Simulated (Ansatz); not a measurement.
Cost and result for the atomization energy of `[CH3][Zn][S][SiH3]` (10 atoms, 9 bonds).

```xyz
10

C    -0.203   -0.477    2.448
Zn   -0.667   -0.547    0.574
S    -1.233   -0.654   -1.526
Si    0.328    0.547   -2.327
H     0.145    0.522    2.717
H     0.591   -1.192    2.674
H    -1.071   -0.717    3.066
H     1.672   -0.042   -2.080
H     0.330    1.920   -1.753
H     0.109    0.640   -3.792
```

Total charge 0; spin multiplicity 1. For Zn the d shell is correlated and the shells below it are frozen. Scalar relativity is left out up to krypton. Geometry: relaxed with PBE0-D4/def2-TZVP. It is one conformer, not always the lowest. Program: Ansatz. All runs use 4 threads of an Intel Xeon Platinum 8488C on a shared host. Times are those of one run each, without the atoms' runs, and a repeat can differ threefold. Electronic energies, without spin–orbit coupling; frozen cores. CCSD(T)/CBS adds CCSD(T) − MP2 in def2-TZVPP to the MP2 limit, and its time is that of the two runs behind it. T1 = 0.013. With those shells the extrapolation isn't a true limit. B3LYP takes the VWN-RPA correlation (the form of Gaussian; ORCA's B3LYP/G).

CCSD(T)/CBS is a level of theory with its own doubt, some kJ/mol a heavy atom from the limit and from the frozen cores, so smaller differences don't rank the functionals.

| level | functions | wall time | atomization (kJ/mol) | difference from CCSD(T)/CBS | per bond |
| --- | --- | --- | --- | --- | --- |
| LDA (SPW92)/def2-TZVPP | 263 | 1.1 s | 3405.2 | 359.2 | 39.9 |
| revPBE-D4/def2-TZVPP | 263 | 1.6 s | 2985.2 | -60.8 | -6.8 |
| CAM-B3LYP-D4/def2-TZVPP | 263 | 3.1 s | 3035.8 | -10.2 | -1.1 |
| CCSD(T)/def2-SVP | 111 | 3.1 s | 2843.9 | -202.1 | -22.5 |
| r2SCAN-D4/def2-TZVPP (with forces) | 263 | 3.3 s | 3064.1 | 18.1 | 2.0 |
| r2SCANh-D4/def2-TZVPP | 263 | 4 s | 3053.2 | 7.2 | 0.8 |
| B3LYP-D4/def2-TZVPP (with forces) | 263 | 4.2 s | 3016.2 | -29.8 | -3.3 |
| B97M-V/def2-TZVPP | 263 | 6 s | 3052.9 | 6.9 | 0.8 |
| ωB97X-V/def2-TZVPP | 263 | 6 s | 3069.5 | 23.5 | 2.6 |
| ωB97M-V/def2-TZVPP (with forces) | 263 | 8.5 s | 3052.4 | 6.4 | 0.7 |
| MP2/def2-QZVPP | 477 | 16 s | 3037.6 | -8.4 | -0.9 |
| CCSD(T)/def2-TZVPP | 263 | 88 s | 2964.6 | -81.4 | -9.0 |
| CCSD(T)/CBS(def2) | – | 100 s | 3046.0 | 0.0 | 0.0 |

The D4 term adds +33.8 kJ/mol with B3LYP and +17.7 kJ/mol with PBE0; it sums over pairs of atoms, weighted by their polarisabilities, and B3LYP, whose exchange is more repulsive, gets the larger term. Leaving LDA and LC-ωPBE aside and taking each functional with its dispersion term where it has one, the values, not all of them listed here, spread over 90.9 kJ/mol, from BHLYP-D4 to ωB97X-V. LDA lies +383.3 kJ/mol from PBE without D4, its usual overbinding. From PBE to PBE0 (25 % exact exchange), in def2-TZVPP and without D4, the atomization energy moves by −8.3 kJ/mol: exact exchange takes away binding that semilocal exchange gives to molecules.
